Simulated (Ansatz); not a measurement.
```yaml
crystal:
  periodic: [false, false, false]
  atoms:
    - {symbol: Be, position_ang: [-0.106369, 1.910200, 0.457447]}
    - {symbol: Be, position_ang: [0.062233, -1.942816, -0.302699]}
    - {symbol: I, position_ang: [-0.406269, -0.299273, 1.425463]}
    - {symbol: I, position_ang: [-1.157100, -3.873844, -0.086827]}
    - {symbol: I, position_ang: [0.633075, 3.477755, 1.960163]}
    - {symbol: I, position_ang: [1.754621, -1.533564, -1.766784]}
    - {symbol: I, position_ang: [-0.780192, 2.261532, -1.686763]}
basis:
  gaussian: {orbitals: def2-TZVPD, initial_orbitals: start.molden}
total_charge: -1
hamiltonian: {xc: {name: wB97X-V}}
scf: {omitted_lower_state_checks: [starts]}
output: {orbitals: {seedname: orbitals}}
```

The file start.molden holds the orbitals of an earlier run on this structure, at another level or in another basis.

```sh
$ ansatz run in.yaml --threads 4 --pin off --events-out ev --progress --plain --max-ram 4787MiB
```

(1) Does this run fit into the memory that it is given?

Results:

(1) No. It has 339 basis functions, and Ansatz plans for 5.19 GiB where 4.67 GiB are given.
